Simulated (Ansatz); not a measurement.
Consider the ligand exchange at a Ga–C bond: `B/C=[CH]\[GaH][SiH3]` + `BS` → `B[S][GaH][SiH3]` + `BC=C`.

Program: Ansatz. Geometries: PBE0-D4/def2-TZVP. ΔE: electronic, gas phase. CCSD(T)/CBS is the MP2 limit (def2-TZVPP, def2-QZVPP) plus CCSD(T) − MP2 in def2-TZVPP, frozen cores. This one scheme is used for every species. DFT in def2-TZVPP. B3LYP here is the variant with VWN-RPA as its local correlation; programs differ in this. For Ga outer-core shells are correlated without core-valence functions, which leaves a few kJ/mol of doubt a bond. Scalar relativity is left out up to krypton. One conformer a species, not always the lowest.

**Question.** Is it downhill or uphill in electronic energy at CCSD(T)/CBS, and by how much? (An estimate is asked.)

**Answer.** The calculation gave: Downhill: ΔE = -89.0 kJ/mol.

**Question.** What do these levels give: r2SCAN-D4, PBE0-D4, B3LYP-D4, ωB97M-V, PBE, B3LYP, HF/def2-TZVPP, CCSD/def2-TZVPP, HF/def2-QZVPP, MP2/def2-QZVPP, HF/CBS(def2), MP2/CBS(def2)? (Best estimate.)

**Answer.** Ansatz gave: r2SCAN-D4 -85.5, PBE0-D4 -87.4, B3LYP-D4 -91.9, ωB97M-V -87.9, PBE -84.3, B3LYP -93.6, HF/def2-TZVPP -108.7, CCSD/def2-TZVPP -87.5, HF/def2-QZVPP -108.6, MP2/def2-QZVPP -90.6, HF/CBS(def2) -108.6, MP2/CBS(def2) -92.4 kJ/mol.

Largest T1 diagnostic among the species: 0.015.

From PBE to PBE0 (25 % exact exchange), in def2-TZVPP and without D4, ΔE moves by −4.1 kJ/mol. In def2-TZVPP, CCSD(T) changes the Hartree–Fock value by +23.9 kJ/mol (the triples alone add +2.7 kJ/mol) and MP2 by +20.5 kJ/mol.
